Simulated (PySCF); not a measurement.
## Computed data sheet: Si(OMe)2Cl2, `CO[Si](Cl)(Cl)OC`

Si(OMe)2Cl2, C2H6Cl2O2Si.
Structure used (PBE0-D3(BJ)/def2-SVP), in Å, numbered top down from 1:
```xyz
13
C2H6Cl2O2Si angstrom
Si    -0.207    0.007   -0.154
O     -0.202    0.008    1.471
C     -1.322    0.021    2.320
H     -1.909    0.946    2.196
H     -0.966   -0.031    3.358
H     -1.980   -0.844    2.131
O      1.347   -0.033   -0.628
C      1.808   -0.044   -1.956
H      1.419   -0.916   -2.509
H      2.905   -0.100   -1.938
H      1.510    0.874   -2.491
Cl    -1.145    1.680   -0.890
Cl    -1.228   -1.620   -0.886
```

PBE0-D3(BJ)/def2-SVP geometry optimisation, gas phase (PySCF):

| Item | Value |
| --- | --- |
| Rotational constants A, B, C | 1.525, 1.215, 1.070 GHz |

PBE0/def2-SVPD ground state and vertical TDDFT (core frozen in the response) (PySCF):

| Item | Value |
| --- | --- |
| Dipole moment | 0.09 D |
| HOMO energy | -8.83 eV |
| LUMO energy | 0.00 eV |
| HOMO–LUMO gap | 8.83 eV |
| Lowest singlet excitation | 7.59 eV (163 nm, f = 0.000) |
| Strongest line among the 10 lowest singlet transitions | S8 at 8.60 eV (144 nm, f = 0.079) |
| Lowest triplet excitation (Tamm–Dancoff) | 7.32 eV |
| Static isotropic polarisability | 81.7 au |
| Electronic spatial extent ⟨r²⟩ about the centre of nuclear charge | 1324 bohr² |

**B3LYP/pcSseg-1 ground state and GIAO shieldings, non-relativistic (PySCF)**

| Item | Value |
| --- | --- |
| 13C chemical shifts (computed TMS as zero) by class | 52.3 (C3/C8) ppm |
| 1H chemical shifts (computed TMS as zero) by class | 3.70 (H4/H5/H6/H9/H10/H11) ppm |
| Isotropic shieldings of nuclei other than C and H, by class | 272 (O2/O7), 382 (Si1), 868 (Cl12/Cl13) ppm |

delta-SCF UKS SCAN, pcX-2 on the ionised atom, pcseg-1 elsewhere, spin-free X2C; 2p3/2 from a spin–orbit splitting computed afterwards within the 2p shell (PySCF):

| Item | Value |
| --- | --- |
| Core binding energies | Si2p3/2 109.2 (Si1), Cl2p3/2 206.3 (Cl12/Cl13), C1s 292.9 (C3/C8), O1s 538.8 (O2/O7), Si1s 1849.5 (Si1), Cl1s 2828.9 (Cl12/Cl13) eV |

Monoisotopic mass from the formula: 159.9514 u.

S1 lies 1.24 eV below the HOMO–LUMO gap; its leading configuration is HOMO→LUMO, weight 0.94. The rotational constants make it an asymmetric top with κ = (2B − A − C)/(A − C) = -0.36, nearer the prolate limit (−1). The 10 singlets span 7.59 to 8.75 eV, and their oscillator strengths add up to 0.27. The polarisability is 12.11 Å³ as a volume (1 au = 0.148185 Å³), or 1.00 au for each of the 82 electrons. With B = h/(8π²I), that is 505.379 GHz u Å² over I, the principal moments of inertia are 331.4, 415.9 and 472.2 u Å² (most abundant isotopes); the inertial defect Ic − Ia − Ib is -275.1 u Å² (zero for a rigid planar frame, negative otherwise). The largest Löwdin shares of the HOMO are 0.33 on O7, 0.25 on O2, 0.08 on C8 and 0.06 on C3. The vertical singlet–triplet gap S1 − T1 is 0.27 eV (TDDFT singlet less Tamm–Dancoff triplet; S1: HOMO→LUMO, weight 0.94; T1: HOMO−1→LUMO, weight 0.79).

For the core-ionisation job (SCAN ΔSCF), time: 45 s; peak memory 0.59 GiB. Hardware: an Arm Neoverse V2 with one thread (shared host).

One conformer stands for the species.
